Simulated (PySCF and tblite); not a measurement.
C₄HFN₂O, numbered as in [N:1]#[C:2][c:3]1[cH:4][c:5]([F:6])[n:7][o:8]1.

Search: ETKDG, MMFF94s, GFN2-xTB, 60 starts; geometries at GFN2-xTB. Weights use PBE0-D3(BJ)/pcSseg-1 energies plus GFN2-xTB zero-point and thermal terms (modes under about 100 cm⁻¹ blended into free rotors). Symmetry numbers and mirror images are counted. Conformers within 2.5 kcal/mol (GFN2-xTB free energy) were kept, 6 at most. GIAO shieldings: PBE0/pcSseg-1. Shifts are against TMS (¹H), TMS (¹³C), CFCl3 (¹⁹F), NH3 (¹⁵N) at the same level. Codes: tblite and PySCF.

Q: List the conformer-averaged shifts at 298.15 K.

A: ¹H: 6.82 (H4, 1H) ppm. ¹³C: 182.8 (C5), 153.2 (C3), 113.6 (C4), 113.5 (C2) ppm. ¹⁹F: -138.5 (F6) ppm. ¹⁵N: 396.8 (N7), 343.7 (N1) ppm.

Unscaled ¹⁹F and ¹⁵N shifts at such levels can be off by tens of ppm; differences between conformers or isomers are more reliable. Shifts are unscaled: against experiment ¹³C can be off by 15 ppm or more and ¹H by 0.8 ppm.


¹⁵N shifts are against a computed isolated NH3 molecule, about 20 ppm from the liquid.